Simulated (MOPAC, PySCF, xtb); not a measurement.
Relaxed torsion scan: C3H9BrSi, SMILES CCC[SiH2]Br. Scanned: dihedral C1–C2–C3–Si4; all other coordinates were relaxed at GFN2-xTB. Points at φ and −φ are mirror images. Heavy atoms are numbered in the order of the SMILES CCC[SiH2]Br, hydrogens after them in the order of the atoms that carry them; the mirror image has the same energies with the sign of each dihedral reversed.

Methods: GFN1-xTB // GFN2-xTB (xtb); RMP2/6-31G* = restricted MP2 (frozen core)/6-31G*, spherical d // GFN2-xTB (PySCF); AM1, restricted, heats of formation // GFN2-xTB (MOPAC).

Energies in kcal/mol, each method relative to its own lowest point.

```tsv
φ / °	GFN1-xTB	RMP2/6-31G*	AM1
-165	0.2	0.4	0.1
-150	0.7	1.4	0.5
-135	1.3	2.6	0.8
-120	1.6	3.1	0.9
-105	1.3	2.6	0.8
-90	0.8	1.7	0.8
-75	0.3	1.0	1.3
-60	0.0	0.9	2.1
-45	0.1	1.5	3.2
-30	0.7	2.8	4.3
-15	1.4	4.3	5.4
0	1.8	4.9	5.9
15	1.4	4.3	5.4
30	0.7	2.8	4.3
45	0.1	1.5	3.2
60	0.0	0.9	2.1
75	0.3	1.0	1.3
90	0.8	1.7	0.8
105	1.3	2.6	0.8
120	1.6	3.1	0.9
135	1.3	2.6	0.8
150	0.7	1.4	0.5
165	0.2	0.4	0.1
180	0.0	0.0	0.0
```
